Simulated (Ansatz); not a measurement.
Worked example: HBr + BH(CH3)I → IBr + BH2(CH3)

Species: HBr (hydrogen bromide), singlet; BH(CH3)I, singlet; IBr (iodine monobromide), singlet; BH2(CH3), singlet. The partners trade H for I: Br–H and B–I bonds give way to Br–I and B–H.

Shapes, held fixed at every level: PBE0-D4/def2-TZVP. Programs: Ansatz 0.2.0. The zero-point and thermal change to 298 K, harmonic and unscaled (PBE0-D4/def2-TZVP), is +2.6 kJ/mol.

At CCSD(T)/def2-TZVPP; 1 Eh = 2625.50 kJ/mol:

```
 species   energy (Eh)
     HBr  -2573.308574
BH(CH3)I   -362.386138
     IBr  -2869.846064
BH2(CH3)    -65.797563
```

Q: Work out ΔH(298 K) of the reaction at this level.

A: 
1. Products less reactants: (-2869.846064) + (-65.797563) − [(-2573.308574) + (-362.386138)] = 0.051085 Eh = +134.1 kJ/mol.
2. With the thermal change: +134.1 + (+2.6) = +136.7 kJ/mol.

Other levels give +112.2 (B3LYP-D4/def2-TZVPP) to +128.6 kJ/mol (r2SCAN-D4/def2-TZVPP). No measured value is set beside it here. For atoms past krypton def2 sets carry core potentials with scalar relativity. Relativity is left out for Br unless named. Correlated rows may include outer-core shells of Br, I, which these sets cover unevenly.
